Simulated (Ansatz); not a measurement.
Consider the substitution at a C–N bond: `O=CN[SiH3]` + `CCS` → `CCSC=O` + `N[SiH3]`.

Calculated with Ansatz (gas phase, PBE0-D4/def2-TZVP geometries, no zero-point term in ΔE). CCSD(T)/CBS is the MP2 limit (def2-TZVPP, def2-QZVPP) plus CCSD(T) − MP2 in def2-TZVPP, frozen cores. This one scheme is used for every species. Functionals use def2-TZVPP. Each species was taken in one conformer, which may not be the lowest.

`O=CN[SiH3]`:

```xyz
9

O    -0.490   -1.840    0.522
C    -0.646   -1.234   -0.513
N    -0.232    0.047   -0.679
Si    0.563    0.866    0.660
H    -1.136   -1.683   -1.397
H    -0.400    0.478   -1.574
H    -0.343    0.975    1.825
H     1.817    0.174    1.033
H     0.867    2.217    0.123
```

`CCS`:

Z-matrix (Å, degrees):
```
C
C 1 1.514
H 1 1.094 2 110.6
H 1 1.091 2 111.0 3 120.4
H 1 1.093 2 111.0 3 -119.6
S 2 1.813 1 114.1 3 -177.2
H 2 1.092 1 111.5 3 58.7
H 2 1.093 1 110.8 3 -60.2
H 6 1.343 2 96.8 1 -62.2
```

`CCSC=O`:

Cartesian coordinates in Å:
```
C 0.920 0.554 -0.968
C 0.701 -0.592 -0.002
S -0.011 -0.073 1.575
C -1.707 -0.012 1.141
O -2.174 -0.280 0.069
H 1.377 0.184 -1.890
H 1.580 1.312 -0.541
H -0.028 1.026 -1.227
H 1.639 -1.088 0.257
H 0.023 -1.339 -0.418
H -2.321 0.308 2.004
```

`N[SiH3]`:

```xyz
7

N    -0.312   -0.558   -0.854
Si    0.104    0.298    0.579
H     0.264   -1.326   -1.160
H    -0.682   -0.055   -1.645
H     0.351   -0.700    1.651
H     1.316    1.167    0.493
H    -1.042    1.173    0.936
```

```tsv
level	ΔE (kJ/mol)
PBE-D4	17.3
revPBE-D4	16.3
BLYP-D4	17.7
BLYP	19.7
HF/def2-TZVPP	44.0
MP2/def2-QZVPP	20.7
SCS-MP2/def2-QZVPP	24.2
HF/CBS(def2)	44.1
```

What does CCSD(T)/CBS give? (Estimate.)

Ansatz gave: +23.0 kJ/mol. The listed levels differ from it by -5.7, -6.7, -5.3, -3.3, 21.0, -2.3, 1.2, 21.1 kJ/mol.

Largest T1 diagnostic among the species: 0.015.

In def2-TZVPP, CCSD(T) changes the Hartree–Fock value by −18.2 kJ/mol (the triples alone add −4.5 kJ/mol) and MP2 by −21.6 kJ/mol. Leaving LDA and LC-ωPBE aside and taking each functional with its dispersion term where it has one, the values, not all of them listed here, spread over 15.4 kJ/mol, from revPBE-D4 to BHLYP-D4. LDA lies +4.5 kJ/mol from PBE without D4. From PBE to PBE0 (25 % exact exchange), in def2-TZVPP and without D4, ΔE moves by +6.9 kJ/mol.
